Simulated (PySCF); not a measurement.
# Er (erbium, neutral) across methods

[Xe] 4f12 5d1 6s1, one real determinant (an excited configuration). Computed with PySCF 2.14 in x2c-TZVPPall (11s7p7d4f2g, 113 functions), with scalar relativity by spin-free X2C-1e.

```json
{"method": "PBE0", "E (hartree)": "-13085.66", "mean ε 6s α (eV)": "-4.367", "mean ε 4f β (eV)": "-3.605", "mean ε 5d α (eV)": "-1.755", "Σ⟨r²⟩ (bohr²)": "75.61", "⟨S²⟩": "6.001"}
{"method": "PBE", "E (hartree)": "-13085.88", "mean ε 6s α (eV)": "-3.896", "mean ε 4f β (eV)": "-1.037", "mean ε 5d α (eV)": "-1.194", "Σ⟨r²⟩ (bohr²)": "75.91", "⟨S²⟩": "6.010"}
{"method": "r2SCAN", "E (hartree)": "-13086.04", "mean ε 6s α (eV)": "-3.944", "mean ε 4f β (eV)": "-0.948", "mean ε 5d α (eV)": "-1.350", "Σ⟨r²⟩ (bohr²)": "75.16", "⟨S²⟩": "6.011"}
{"method": "UHF", "E (hartree)": "-13081.13722", "mean ε 6s α (eV)": "-5.541", "mean ε 4f β (eV)": "-11.137", "mean ε 5d α (eV)": "-3.084", "Σ⟨r²⟩ (bohr²)": "78.79", "⟨S²⟩": "6.003"}
```

Problem. Estimate the same row for LDA.

Solution. E (hartree) = -13076.93; mean ε 6s α (eV) = -4.079; mean ε 4f β (eV) = -1.155; mean ε 5d α (eV) = -1.167; Σ⟨r²⟩ (bohr²) = 75.18; ⟨S²⟩ = 6.002.

⟨L²⟩ = 30.03 against 56 for a pure K term, so this real determinant mixes terms. Spin-orbit coupling, absent here, splits the open shell strongly.

The highest occupied level is positive at r2SCAN: only the finite basis holds that electron, which in a density functional comes from self-interaction.
